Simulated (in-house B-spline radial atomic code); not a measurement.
**Response and correlation of Pb²⁺**

Closed shell [Xe] 4f14 5d10 6s2. Computed with an all-electron radial atomic-structure program (B-spline basis): Dirac-Hartree-Fock, relativistic RPA (time-dependent Dirac-Hartree-Fock) for the response and second-order many-body perturbation theory for correlation, no-pair Dirac-Coulomb Hamiltonian, finite nucleus.

```
multipole (bohr³, bohr⁵, bohr⁷)  uncoupled  coupled RPA
                         dipole     16.319            ?
                     quadrupole     39.585        50.63
                       octupole      327.1       420.12
```

**Question.** What is the coupled dipole polarisability?

**Answer.** 15.661 atomic units, -4 % against the uncoupled value.

**Question.** Which subshells carry the dipole polarisability?

**Answer.** 6s1/2 88.7 %, 5d5/2 7.4 %, 5d3/2 4.2 %.

**Question.** What does the dipole shielding factor come to?

**Answer.** The dipole shielding factor is 0.974, against the exact N/Z = 80/82 = 0.976 of the non-relativistic theorem.

Dipole polarisability at imaginary frequency:

```
u (Eh)  α(iu) (bohr³)
     0          15.66
 0.104          14.83
  0.26          11.95
  0.52           7.94
 0.779          5.734
  1.04          4.435
  1.56          2.985
  2.08          2.179
   2.6          1.666
  3.64          1.069
   5.2         0.6397
  7.79         0.3477
  10.4         0.2237
  15.6         0.1202
    26        0.05403
    52        0.01699
```

**Question.** What dispersion coefficients follow for two such ions (the dispersion part alone)?

**Answer.** C6 = (3/π)∫α(iu)²du = 107.7 hartree·bohr⁶ and C8 = 2063 hartree·bohr⁸.

Lowest J = 1 odd-parity excitations:

| energy (eV) | oscillator strength | leading channel | weight |
| --- | --- | --- | --- |
| 6.0227 | 0.0399 | 6s1/2 → p1/2 | 0.866 |
| 10.722 | 1.55 | 6s1/2 → p3/2 | 0.829 |
| 19.694 | 0.0126 | 6s1/2 → p1/2 | 0.945 |
| 20.418 | 0.00846 | 6s1/2 → p3/2 | 0.924 |
| 21.771 | 0.0551 | 5d5/2 → p3/2 | 0.586 |
| 22.972 | 0.994 | 5d3/2 → p1/2 | 0.637 |
| 24.019 | 0.00181 | 6s1/2 → p1/2 | 0.942 |
| 24.373 | 0.013 | 6s1/2 → p3/2 | 0.945 |

For an outer ns² shell RPA puts the lowest triplet far too low, and second order misses the ns²-np² near-degeneracy.

Second-order correlation energy by the highest angular momentum of the excited pair (hartree): s -0.03394, p -0.3202, d -0.8536, f -1.875, g -1.461, h -0.5316, i -0.2443, k -0.123.

**Question.** What is the second-order correlation energy at the partial-wave limit?

**Answer.** The listed waves sum to -5.4427 hartree; extrapolating the increments as (l + 1/2)⁻⁴ gives -5.694 hartree, -1.94 eV per electron.
